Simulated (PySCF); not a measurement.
Mg(Me)2 (C₂H₆Mg), SMILES [CH3][Mg][CH3].

Geometry: TPSSh-D3(BJ)/def2-TZVP. The isomer is the one that the SMILES or the coordinates give; other isomers of the formula were not compared.

These are IEF-PCM-M06-2X/def2-SVP (PySCF) values and carry that method's errors.

The values are the electrostatic part of the solvation free energy, E(continuum) − E(gas) at the gas-phase geometry, in a cavity of scaled van der Waals radii (PySCF's table); cavitation and dispersion terms are not included. A continuum can't describe solvent molecules that bind to the metal. In vacuum the orbital gap is 7.55 eV. The dipole moment in vacuum is 0.00 D.

| solvent | ε | ΔG(elec) (kcal/mol) | dipole (D) | gap (eV) |
|---|---|---|---|---|
| water | 78.36 | -6.2 | 0.00 | 7.79 |
| tetrahydrofuran | 7.43 | -5.0 | 0.00 | 7.74 |
| acetone | 20.49 | -5.8 | 0.00 | 7.77 |
